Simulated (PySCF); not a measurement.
## Cost of excited-state runs on SMILES FC1=CC=CC12CCC2, C₈H₉F

Bonds (- single, = double, # triple, : aromatic): F1-C2, C2=C3, C3-C4, C4=C5, C5-C6, C6-C7, C7-C8, C8-C9, C6-C2, C9-C6. C3 carries H10; C4 carries H11; C5 carries H12; C7 carries H13, H14; C8 carries H15, H16; C9 carries H17, H18.

PySCF with density fitting, on 1 thread of an Intel Xeon Platinum 8375C, shared host. Command: `OMP_NUM_THREADS=1 python excited_run.py task.json out`

(1) How long does each of these runs take, and how much memory?
- first hyperpolarisability, CAM-B3LYP/aug-cc-pVDZ; usual settings
- circular dichroism and optical rotation, CAM-B3LYP/aug-cc-pVDZ; 12 states
- excited states, wB97X-D/aug-cc-pVDZ; Tamm-Dancoff; spin-orbit couplings; 6 states; 5 triplets; quadratic response for 4 states
- excited states, CAM-B3LYP/aug-cc-pVDZ; two-photon moments; 8 states; quadratic response for 6 states; 0 triplets

Answers

(1) 
```csv
run,level,basis functions,wall time,peak memory (GiB)
first hyperpolarisability,CAM-B3LYP/aug-cc-pVDZ,288,76 s,1.2
circular dichroism and optical rotation,CAM-B3LYP/aug-cc-pVDZ,288,2.4 min,1.3
excited states,wB97X-D/aug-cc-pVDZ,288,89 s,1.1
excited states,CAM-B3LYP/aug-cc-pVDZ,288,100 s,1.2
```
Times from a shared host are rough.
